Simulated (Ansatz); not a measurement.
## Match the barriers

Saddle point of Si2H3Cl2F, closed shell (Si₂H₃Cl₂F ([F][Si]([SiH3])([Cl])[Cl]) → SiH₃F ([F][SiH3]) + SiCl₂; bonds formed: Si1–F3; bonds broken: Si1–Si2, Si2–F3), PBE0-D4/def2-TZVP structure:

```xyz
8
angstrom
Si -0.9047 -0.3962 0.7369
Si 0.8984 0.8029 -0.4928
F 0.1801 -0.8738 -0.7176
Cl 2.8989 0.3493 -0.3219
Cl 0.6833 1.5739 -2.3894
H -0.2595 -0.3427 2.0682
H -1.9612 0.6193 0.5231
H -1.5355 -1.7327 0.5934
```

Program: Ansatz 0.2.0. Basis: def2-TZVPP, with def2-QZVPP for the basis limit. Cores are frozen in the correlated methods. Extrapolation: Hartree–Fock as exp(−7.88 √X), correlation as X^−2.97. Four methods, as single points on the PBE0-D4 structures, gave these electronic barriers from the start structure: 44.61, 49.80, 52.20, 62.29 kcal/mol.

The methods were, in alphabetical order, HF, MP2, PBE-D4, PBE0-D4. Which gave which? (Judge from chemistry; the calculation decides.)

By the calculation: PBE-D4 44.61; PBE0-D4 49.80; MP2 52.20; HF 62.29 kcal/mol. For comparison, CCSD(T) at an estimated basis limit (MP2 extrapolated from triple and quadruple zeta, plus CCSD(T) − MP2 in triple zeta) gives 51.44 kcal/mol.

The T1 diagnostic stays at or below 0.013.

Losses and insertions of silylenes and their heavier kin drive the gas-phase chemistry of silicon and germanium vapour deposition.

Labels in which every atom is bracketed show which atoms are joined, not bond orders.

For scale, one of the runs: CCSD(T)/def2-TZVPP, 241 basis functions, launched by `ansatz run in.yaml --threads 4 --pin off --events-out ev --progress --plain --max-ram 9574MiB`. The run took 2.5 min on 4 CPU threads of an Intel Xeon (shared host), with 4.2 GiB of host memory at its peak.
